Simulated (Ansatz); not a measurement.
## Energy differences in AsO

Program: Ansatz, Gaussian basis, development build. Basis cc-pwCVTZ-PP on As, cc-pVTZ on O, scalar-relativistic core potentials (10 electrons on As), no spin–orbit coupling, 5 orbitals frozen in the corrections; active space CAS(7,6). Restricted Hartree–Fock, then the lowest state-specific CASSCF solution met for each case. Coupled cluster stands on the determinant that it favours, not always the lowest RHF. On stretched bonds single-reference methods can fail or change state. Solutions in different active orbitals can move differences by tenths of an eV and at times more than 1 eV.

Case A, doublet: bond length 1.6240 Å.

Case B, quartet: the shape of A.

Case C, doublet: bond length 1.8676 Å.

Energy less that of case A, in eV:

```tsv
case	RHF/ROHF	CCSD(T)
B	+1.359	+3.347
C	+1.504	+0.863
```

What does SC-NEVPT2 give for these differences?

B: +3.332 eV (76.8 kcal/mol); C: +0.774 eV (17.8 kcal/mol).

Which case is lowest, and do the methods agree?

A is lowest in SC-NEVPT2. Of the methods shown, RHF/ROHF, CCSD(T) agree.
